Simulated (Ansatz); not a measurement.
Ansatz (a program for electronic structure) input (B3LYP-D3(BJ)/def2-TZVP):

Ansatz 0.2 input:
```yaml
crystal:
  periodic: [false, false, false]
  atoms:
    - {symbol: C, position_ang: [-2.37805958, 0.12344049, -0.29596244]}
    - {symbol: C, position_ang: [-1.01015187, 0.24465946, 0.38502061]}
    - {symbol: C, position_ang: [0.09658575, -0.26031063, -0.51771405]}
    - {symbol: S, position_ang: [1.72286772, -0.09110790, 0.20799352]}
    - {symbol: H, position_ang: [-2.58521674, -0.92109662, -0.55362749]}
    - {symbol: H, position_ang: [-3.19693647, 0.47468765, 0.34711559]}
    - {symbol: H, position_ang: [-2.38524333, 0.69140350, -1.23076968]}
    - {symbol: H, position_ang: [-0.83133231, 1.30130677, 0.62339138]}
    - {symbol: H, position_ang: [-1.10217967, -0.25536776, 1.38132669]}
    - {symbol: H, position_ang: [-0.03804079, -1.32593439, -0.74086579]}
    - {symbol: H, position_ang: [2.32282013, 0.84599116, -0.58253182]}
basis:
  gaussian:
    orbitals: def2-TZVP
hamiltonian:
  xc: b3lyp
  dispersion: d3bj
total_charge: -1
phonons: {temperatures: {t_min: 298.15, t_max: 298.15, t_step: 100}}
```

Output:

```
Functional definition: B3LYP
integrals: 0.08 GiB planned
1119 factors; their error is unknown
mean field: 0.79 GiB planned
mean field evaluation 1: about -14055.5599 eV, gradient 5.0e1 eV
mean field evaluation 2: about -14039.2558 eV, gradient 8.8e1 eV
mean field evaluation 4: about -14061.6401 eV, gradient 5.3e0 eV
mean field evaluation 8: about -14061.7014 eV, gradient 4.8e-1 eV
mean field evaluation 16: about -14061.7018 eV, gradient 5.8e-5 eV
mean field -14061.70177846 eV, -516.7580089944 hartree, gradient 1.1e-5 eV, S^2 0.000000; 0 other end points of the search recorded, 0 dependent functions left out
the calculation of the forces begins
reference -14061.70204620 eV, -516.7580188338 hartree; 21, 21 occupied and 151, 151 virtual orbitals, 1119 factors
these checks for a lower state are left out or cut short: stability, starts, cluster_reference, orbital_swaps, neighbouring_geometries, increment
integrals: 0.08 GiB planned
1119 factors; their error is unknown
mean field: 0.79 GiB planned
mean field -14061.70158942 eV, -516.7580020476 hartree, gradient 1.5e-6 eV, S^2 0.000000; 0 other end points of the search recorded, 0 dependent functions left out
the calculation of the forces begins
reference -14061.70185713 eV, -516.7580118856 hartree; 21, 21 occupied and 151, 151 virtual orbitals, 1119 factors
these checks for a lower state are left out or cut short: stability, starts, cluster_reference, orbital_swaps, neighbouring_geometries, increment
integrals: 0.08 GiB planned
1119 factors; their error is unknown
mean field: 0.79 GiB planned
mean field evaluation 32: about -14061.7017 eV, gradient 1.5e-6 eV
mean field -14061.70168952 eV, -516.7580057261 hartree, gradient 1.5e-6 eV, S^2 0.000000; 0 other end points of the search recorded, 0 dependent functions left out
the calculation of the forces begins
reference -14061.70195730 eV, -516.7580155668 hartree; 21, 21 occupied and 151, 151 virtual orbitals, 1119 factors
these checks for a lower state are left out or cut short: stability, starts, cluster_reference, orbital_swaps, neighbouring_geometries, increment
integrals: 0.08 GiB planned
1119 factors; their error is unknown
mean field: 0.79 GiB planned
mean field -14061.70162027 eV, -516.7580031813 hartree, gradient 1.5e-6 eV, S^2 0.000000; 0 other end points of the search recorded, 0 dependent functions left out
the calculation of the forces begins
reference -14061.70188802 eV, -516.7580130208 hartree; 21, 21 occupied and 151, 151 virtual orbitals, 1119 factors
these checks for a lower state are left out or cut short: stability, starts, cluster_reference, orbital_swaps, neighbouring_geometries, increment
integrals: 0.08 GiB planned
1119 factors; their error is unknown
mean field: 0.79 GiB planned
mean field -14061.70160831 eV, -516.7580027418 hartree, gradient 1.5e-6 eV, S^2 0.000000; 0 other end points of the search recorded, 0 dependent functions left out
the calculation of the forces begins
reference -14061.70187605 eV, -516.7580125810 hartree; 21, 21 occupied and 151, 151 virtual orbitals, 1119 factors
these checks for a lower state are left out or cut short: stability, starts, cluster_reference, orbital_swaps, neighbouring_geometries, increment
integrals: 0.08 GiB planned
1119 factors; their error is unknown
mean field: 0.79 GiB planned
mean field -14061.70161330 eV, -516.7580029250 hartree, gradient 1.5e-6 eV, S^2 0.000000; 0 other end points of the search recorded, 0 dependent functions left out
the calculation of the forces begins
reference -14061.70188107 eV, -516.7580127653 hartree; 21, 21 occupied and 151, 151 virtual orbitals, 1119 factors
these checks for a lower state are left out or cut short: stability, starts, cluster_reference, orbital_swaps, neighbouring_geometries, increment
integrals: 0.08 GiB planned
[...]
mean field: 0.79 GiB planned
mean field evaluation 384: about -14061.7048 eV, gradient 2.7e-4 eV
mean field -14061.70174045 eV, -516.7580075979 hartree, gradient 1.5e-6 eV, S^2 0.000000; 0 other end points of the search recorded, 0 dependent functions left out
the calculation of the forces begins
reference -14061.70200827 eV, -516.7580174399 hartree; 21, 21 occupied and 151, 151 virtual orbitals, 1119 factors
these checks for a lower state are left out or cut short: stability, starts, cluster_reference, orbital_swaps, neighbouring_geometries, increment
integrals: 0.08 GiB planned
1119 factors; their error is unknown
mean field: 0.79 GiB planned
mean field -14061.70168798 eV, -516.7580056694 hartree, gradient 1.5e-6 eV, S^2 0.000000; 0 other end points of the search recorded, 0 dependent functions left out
the calculation of the forces begins
reference -14061.70195565 eV, -516.7580155061 hartree; 21, 21 occupied and 151, 151 virtual orbitals, 1119 factors
these checks for a lower state are left out or cut short: stability, starts, cluster_reference, orbital_swaps, neighbouring_geometries, increment
integrals: 0.08 GiB planned
1119 factors; their error is unknown
mean field: 0.79 GiB planned
mean field -14061.70177436 eV, -516.7580088439 hartree, gradient 1.5e-6 eV, S^2 0.000000; 0 other end points of the search recorded, 0 dependent functions left out
the calculation of the forces begins
reference -14061.70204212 eV, -516.7580186839 hartree; 21, 21 occupied and 151, 151 virtual orbitals, 1119 factors
these checks for a lower state are left out or cut short: stability, starts, cluster_reference, orbital_swaps, neighbouring_geometries, increment
integrals: 0.08 GiB planned
1119 factors; their error is unknown
mean field: 0.79 GiB planned
mean field -14061.70174742 eV, -516.7580078539 hartree, gradient 1.5e-6 eV, S^2 0.000000; 0 other end points of the search recorded, 0 dependent functions left out
the calculation of the forces begins
reference -14061.70201514 eV, -516.7580176926 hartree; 21, 21 occupied and 151, 151 virtual orbitals, 1119 factors
these checks for a lower state are left out or cut short: stability, starts, cluster_reference, orbital_swaps, neighbouring_geometries, increment
integrals: 0.08 GiB planned
1119 factors; their error is unknown
mean field: 0.79 GiB planned
mean field evaluation 416: about -14061.7017 eV, gradient 1.1e-6 eV
mean field -14061.70166780 eV, -516.7580049280 hartree, gradient 1.5e-6 eV, S^2 0.000000; 0 other end points of the search recorded, 0 dependent functions left out
the calculation of the forces begins
reference -14061.70193559 eV, -516.7580147690 hartree; 21, 21 occupied and 151, 151 virtual orbitals, 1119 factors
these checks for a lower state are left out or cut short: stability, starts, cluster_reference, orbital_swaps, neighbouring_geometries, increment
integrals: 0.08 GiB planned
1119 factors; their error is unknown
mean field: 0.79 GiB planned
mean field -14061.70171068 eV, -516.7580065036 hartree, gradient 1.5e-6 eV, S^2 0.000000; 0 other end points of the search recorded, 0 dependent functions left out
the calculation of the forces begins
reference -14061.70197837 eV, -516.7580163412 hartree; 21, 21 occupied and 151, 151 virtual orbitals, 1119 factors
these checks for a lower state are left out or cut short: stability, starts, cluster_reference, orbital_swaps, neighbouring_geometries, increment
integrals: 0.08 GiB planned
1119 factors; their error is unknown
mean field: 0.79 GiB planned
mean field -14061.70175688 eV, -516.7580082015 hartree, gradient 1.5e-6 eV, S^2 0.000000; 0 other end points of the search recorded, 0 dependent functions left out
the calculation of the forces begins
reference -14061.70202467 eV, -516.7580180426 hartree; 21, 21 occupied and 151, 151 virtual orbitals, 1119 factors
these checks for a lower state are left out or cut short: stability, starts, cluster_reference, orbital_swaps, neighbouring_geometries, increment
integrals: 0.08 GiB planned
1119 factors; their error is unknown
mean field: 0.79 GiB planned
mean field -14061.70177955 eV, -516.7580090346 hartree, gradient 1.5e-6 eV, S^2 0.000000; 0 other end points of the search recorded, 0 dependent functions left out
the calculation of the forces begins
reference -14061.70204724 eV, -516.7580188721 hartree; 21, 21 occupied and 151, 151 virtual orbitals, 1119 factors
these checks for a lower state are left out or cut short: stability, starts, cluster_reference, orbital_swaps, neighbouring_geometries, increment
integrals: 0.08 GiB planned
1119 factors; their error is unknown
mean field: 0.79 GiB planned
mean field -14061.70178726 eV, -516.7580093181 hartree, gradient 1.5e-6 eV, S^2 0.000000; 0 other end points of the search recorded, 0 dependent functions left out
the calculation of the forces begins
reference -14061.70205498 eV, -516.7580191564 hartree; 21, 21 occupied and 151, 151 virtual orbitals, 1119 factors
these checks for a lower state are left out or cut short: stability, starts, cluster_reference, orbital_swaps, neighbouring_geometries, increment
integrals: 0.08 GiB planned
1119 factors; their error is unknown
mean field: 0.79 GiB planned
mean field evaluation 448: about -14061.7014 eV, gradient 4.8e-1 eV
mean field -14061.70173525 eV, -516.7580074066 hartree, gradient 1.5e-6 eV, S^2 0.000000; 0 other end points of the search recorded, 0 dependent functions left out
the calculation of the forces begins
reference -14061.70200302 eV, -516.7580172469 hartree; 21, 21 occupied and 151, 151 virtual orbitals, 1119 factors
these checks for a lower state are left out or cut short: stability, starts, cluster_reference, orbital_swaps, neighbouring_geometries, increment
integrals: 0.08 GiB planned
1119 factors; their error is unknown
mean field: 0.79 GiB planned
mean field -14061.70175640 eV, -516.7580081839 hartree, gradient 1.5e-6 eV, S^2 0.000000; 0 other end points of the search recorded, 0 dependent functions left out
the calculation of the forces begins
reference -14061.70202407 eV, -516.7580180206 hartree; 21, 21 occupied and 151, 151 virtual orbitals, 1119 factors
these checks for a lower state are left out or cut short: stability, starts, cluster_reference, orbital_swaps, neighbouring_geometries, increment
integrals: 0.08 GiB planned
1119 factors; their error is unknown
mean field: 0.79 GiB planned
mean field -14061.70173941 eV, -516.7580075597 hartree, gradient 1.5e-6 eV, S^2 0.000000; 0 other end points of the search recorded, 0 dependent functions left out
the calculation of the forces begins
reference -14061.70200723 eV, -516.7580174017 hartree; 21, 21 occupied and 151, 151 virtual orbitals, 1119 factors
these checks for a lower state are left out or cut short: stability, starts, cluster_reference, orbital_swaps, neighbouring_geometries, increment
integrals: 0.08 GiB planned
1119 factors; their error is unknown
mean field: 0.79 GiB planned
mean field -14061.70174692 eV, -516.7580078356 hartree, gradient 1.5e-6 eV, S^2 0.000000; 0 other end points of the search recorded, 0 dependent functions left out
the calculation of the forces begins
reference -14061.70201472 eV, -516.7580176771 hartree; 21, 21 occupied and 151, 151 virtual orbitals, 1119 factors
these checks for a lower state are left out or cut short: stability, starts, cluster_reference, orbital_swaps, neighbouring_geometries, increment
integrals: 0.08 GiB planned
1119 factors; their error is unknown
mean field: 0.79 GiB planned
mean field evaluation 480: about -14061.7018 eV, gradient 1.5e-6 eV
mean field -14061.70175772 eV, -516.7580082323 hartree, gradient 1.5e-6 eV, S^2 0.000000; 0 other end points of the search recorded, 0 dependent functions left out
the calculation of the forces begins
reference -14061.70202540 eV, -516.7580180694 hartree; 21, 21 occupied and 151, 151 virtual orbitals, 1119 factors
Total energy: -14062.07015808 eV, -516.7715466959 hartree
Atom 0 at    -2.378060     0.123440    -0.295962 Å, force    -0.000670    -0.000025    -0.000558 eV/Å
Atom 1 at    -1.010152     0.244659     0.385021 Å, force     0.000468    -0.000289    -0.000150 eV/Å
Atom 2 at     0.096586    -0.260311    -0.517714 Å, force     0.000037    -0.000312     0.000036 eV/Å
Atom 3 at     1.722868    -0.091108     0.207994 Å, force    -0.000471    -0.000051     0.000399 eV/Å
Atom 4 at    -2.585217    -0.921097    -0.553627 Å, force    -0.000091     0.000346     0.000194 eV/Å
Atom 5 at    -3.196936     0.474688     0.347116 Å, force     0.000122    -0.000006     0.000012 eV/Å
Atom 6 at    -2.385243     0.691403    -1.230770 Å, force     0.000185    -0.000093     0.000114 eV/Å
Atom 7 at    -0.831332     1.301307     0.623391 Å, force     0.000058    -0.000373    -0.000023 eV/Å
Atom 8 at    -1.102180    -0.255368     1.381327 Å, force     0.000226    -0.000029     0.000128 eV/Å
Atom 9 at    -0.038041    -1.325934    -0.740866 Å, force     0.000091     0.000670     0.000212 eV/Å
Atom 10 at     2.322820     0.845991    -0.582532 Å, force     0.000045     0.000162    -0.000364 eV/Å
Dipole moment:    -0.387361     0.082410     0.210745 e Å
Vibrations: 84.73 221.08 248.53 336.73 368.97 503.78 770.15 807.37 870.66 954.70 1035.57 1074.44 1101.12 1250.53 1295.89 1326.09 1371.12 1470.45 1479.19 1497.54 2375.83 2705.46 2958.95 2971.31 2978.18 3024.47 3052.98 cm⁻¹, zero-point energy 2.364119 eV
```

It need not be the lowest isomer of its formula. Whether it binds its extra electron was not tested at this geometry.
